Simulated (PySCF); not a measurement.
```xyz
3
charge 0 multiplicity 1, angstrom
Hf   -0.5313    0.0000   -0.4689
N    -1.9283    0.0000    0.5365
Br    1.5537    0.0000    0.9747
```

Level of theory: PySCF, PBE0, basis Hf def2-TZVP with ECP60, N def2-TZVP, Br def2-TZVP (scalar-relativistic core potentials, no spin–orbit coupling, density fitting).

This geometry of BrHfN is a stationary point at this level.

What is the point group?

Cs.

Is it a minimum?

Yes: all harmonic wavenumbers are real.

Give the atomic charges and bond orders.


```
atom  Mulliken  Löwdin  polar tensor  Mayer order to Hf1
 Hf1      0.91    0.41          1.31                   –
  N2     -0.50   -0.39         -0.76                3.05
 Br3     -0.41   -0.02         -0.55                1.01
```

Give the ideal-gas entropy at 298.15 K and 1 bar by parts.

translation 178.8, rotation 112.7, vibration 18.3, spin 0.0; total 309.9 J/(mol K).

What is the atomisation energy, with and without zero-point energy?

885 kJ/mol without, 876 kJ/mol with.

This need not be the most stable arrangement of these atoms. With an element this heavy the missing spin–orbit coupling can shift these numbers.
